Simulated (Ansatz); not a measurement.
Reaction (redistribution): `[NH2][SnH2][SiH2]O` + `BN[SiH3]` → `[BH2][SnH2][NH2]` + `O[SiH2]N[SiH3]`

Gas-phase electronic energies from Ansatz, PBE0-D4/def2-TZVP geometries. CBS: MP2 limit from def2 TZ/QZ plus the TZ coupled-cluster correction, frozen cores. Functionals use def2-TZVPP. B3LYP here is the variant with VWN-RPA as its local correlation; programs differ in this. def2 core potentials past Kr. For Sn outer-core shells are correlated without core-valence functions, which leaves a few kJ/mol of doubt a bond. One conformer a species, not always the lowest.

```json
{"level": "PBE-D4", "ΔE (kJ/mol)": "129.4", "difference from CCSD(T)/CBS": "25.8"}
{"level": "r2SCAN-D4", "ΔE (kJ/mol)": "115.8", "difference from CCSD(T)/CBS": "12.2"}
{"level": "B2PLYP", "ΔE (kJ/mol)": "108.3", "difference from CCSD(T)/CBS": "4.7"}
{"level": "PBE", "ΔE (kJ/mol)": "128.3", "difference from CCSD(T)/CBS": "24.7"}
{"level": "r2SCAN", "ΔE (kJ/mol)": "115.6", "difference from CCSD(T)/CBS": "12.0"}
{"level": "B3LYP", "ΔE (kJ/mol)": "112.4", "difference from CCSD(T)/CBS": "8.8"}
{"level": "CCSD(T)/def2-TZVPP", "ΔE (kJ/mol)": "101.7", "difference from CCSD(T)/CBS": "-1.9"}
{"level": "HF/def2-QZVPP", "ΔE (kJ/mol)": "72.2", "difference from CCSD(T)/CBS": "-31.4"}
{"level": "SCS-MP2/def2-QZVPP", "ΔE (kJ/mol)": "96.9", "difference from CCSD(T)/CBS": "-6.7"}
{"level": "MP2/CBS(def2)", "ΔE (kJ/mol)": "105.3", "difference from CCSD(T)/CBS": "1.7"}
{"level": "CCSD(T)/CBS", "ΔE (kJ/mol)": "103.6", "difference from CCSD(T)/CBS": "0"}
```

Largest T1 diagnostic among the species: 0.013.

In def2-TZVPP, CCSD(T) changes the Hartree–Fock value by +27.4 kJ/mol (the triples alone add +6.0 kJ/mol) and MP2 by +29.1 kJ/mol. From PBE to PBE0 (25 % exact exchange), in def2-TZVPP and without D4, ΔE moves by −10.6 kJ/mol.
